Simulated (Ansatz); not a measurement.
Cartesian coordinates (Å):
SMILES: C[SiH2]O
```xyz
9

C      1.1368     0.2444    -0.0457
Si    -0.5319    -0.5212    -0.3631
O     -1.7758     0.4198     0.1799
H      1.2535     1.1875    -0.5861
H      1.9311    -0.4300    -0.3790
H      1.2815     0.4405     1.0193
H     -0.6675    -1.8005     0.3755
H     -0.6756    -0.7783    -1.8259
H     -1.9522     1.2379    -0.2851
```
Charge 0, multiplicity 1.

Computed with Ansatz (a quantum-chemistry and plane-wave program) with frozen-core CCSD(T)/def2-TZVPP // PBE0-D4/def2-TZVP.

| Item | Result |
|---|---|
| HF energy | -405.27572 Ha |
| MP2 correlation energy | -0.55129 Ha |

Estimate the CCSD correlation energy, the (T) correction, the total energy and the T1 diagnostic.


```json
{
  "CCSD correlation energy": "-0.58546 Ha",
  "(T) correction": "-0.01967 Ha",
  "CCSD(T) total energy": "-405.88085 Ha",
  "T1 diagnostic": "0.010"
}
```
